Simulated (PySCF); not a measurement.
HO, charge -1, singlet, at a GFN2-xTB geometry (in this run its highest filled SCF level lies above zero, so its values depend strongly on the basis, on diffuse functions most of all); PBE0/def2-SV(P) (PySCF).

The PySCF input:
```python
from pyscf import gto, scf, dft

mol = gto.M(
    atom='''
O    -0.000000   -0.000000   -0.108754
H     0.000000    0.000000    0.870031
''',
    basis='def2-sv(p)',
    charge=-1,
    spin=0,
    verbose=4,
)

mf = dft.RKS(mol)
mf.xc = 'pbe0'
mf.kernel()
mo_i, mo_e, stable_i, stable_e = mf.stability(internal=True, external=True, return_status=True, nroots=6, tol=1e-6)
print('internally stable:', stable_i, ' externally stable:', stable_e)
if not stable_e:
    umf = mf.to_uhf() if not hasattr(mf, 'xc') else mf.to_uks()
    umf.scf_summary = {}
    umf.kernel(umf.make_rdm1(mo_e, umf.mo_occ))
```

The log (banner, timings and long lists left out):

```
PySCF version 2.14.0

[INPUT] verbose = 4
[INPUT] num. atoms = 2
[INPUT] num. electrons = 10
[INPUT] charge = -1
[INPUT] spin (= nelec alpha-beta = 2S) = 0
[INPUT] symmetry False subgroup None
[INPUT] Mole.unit = angstrom
[INPUT] Symbol           X                Y                Z      unit          X                Y                Z       unit  Magmom
[INPUT]  1 O      0.000000000000   0.000000000000  -0.108754000000 AA    0.000000000000   0.000000000000  -0.205515274951 Bohr   0.0
[INPUT]  2 H      0.000000000000   0.000000000000   0.870031000000 AA    0.000000000000   0.000000000000   1.644120309881 Bohr   0.0

nuclear repulsion = 4.32517630262009
number of shells = 8
number of NR pGTOs = 28
number of NR cGTOs = 16
basis = def2-sv(p)
ecp = {}

******** <class 'pyscf.dft.rks.RKS'> ********
method = RKS
initial guess = minao
damping factor = 0
level_shift factor = 0
DIIS = <class 'pyscf.scf.diis.CDIIS'>
diis_start_cycle = 1
diis_space = 8
diis_damp = 0
SCF conv_tol = 1e-09
SCF conv_tol_grad = None
SCF max_cycles = 50
direct_scf = True
direct_scf_tol = 1e-13
XC library pyscf.dft.libxc version 7.1.2
    S. Lehtola, C. Steigemann, M. J. T. Oliveira, and M. A. L. Marques,  SoftwareX 7, 1–5 (2018)
XC functionals = pbe0
    C. Adamo and V. Barone,  J. Chem. Phys. 110, 6158 (1999)
    M. Ernzerhof and G. E. Scuseria,  J. Chem. Phys. 110, 5029 (1999)
radial grids:
    Treutler-Ahlrichs [JCP 102, 346 (1995); DOI:10.1063/1.469408] (M4) radial grids

becke partition: Becke, JCP 88, 2547 (1988); DOI:10.1063/1.454033
pruning grids: <function nwchem_prune>
grids dens level: 3
symmetrized grids: False
atomic radii adjust function: <function treutler_atomic_radii_adjust>
small_rho_cutoff = 0
Set gradient conv threshold to 3.16228e-05
Initial guess from minao.
tot grids = 23896
init E= -75.4433954694075
cycle= 1 E= -75.3626127837316  delta_E= 0.0808  |g|= 1.03  |ddm|=  1.1
cycle= 2 E= -75.1997254109021  delta_E= 0.163  |g|= 1.36  |ddm|= 2.28
cycle= 3 E= -75.5702550320925  delta_E= -0.371  |g|= 0.019  |ddm|= 1.53
cycle= 4 E= -75.5703671287663  delta_E= -0.000112  |g|= 0.00369  |ddm|= 0.0322
cycle= 5 E= -75.5703693929259  delta_E= -2.26e-06  |g|= 0.000698  |ddm|= 0.00196
cycle= 6 E= -75.5703694824746  delta_E= -8.95e-08  |g|= 7.74e-05  |ddm|= 0.000607
cycle= 7 E= -75.5703694836792  delta_E= -1.2e-09  |g|= 9.06e-06  |ddm|= 6.55e-05
cycle= 8 E= -75.5703694836958  delta_E= -1.66e-11  |g|= 2.45e-07  |ddm|= 8.33e-06
Extra cycle  E= -75.5703694836958  delta_E=    0  |g|= 5.32e-08  |ddm|= 2.75e-07
converged SCF energy = -75.5703694836958
rhf_internal: lowest eigs of H = [0.64791238 0.64791238 1.5054174  3.08357118 3.08357123 3.40564343]
<class 'pyscf.dft.rks.RKS'> wavefunction is stable in the internal stability analysis
rhf_real2complex: lowest eigs of H = [0.14323755 0.14323755 0.30381525 0.73589554 0.73589556 0.78579627]
<class 'pyscf.dft.rks.RKS'> wavefunction is stable in the real -> complex stability analysis
rhf_external: lowest eigs of H = [0.11606147 0.11606147 0.22205537 0.69613    0.69621448 0.69621479]
<class 'pyscf.dft.rks.RKS'> wavefunction is stable in the RHF/RKS -> UHF/UKS stability analysis
internally stable: True  externally stable: True
```
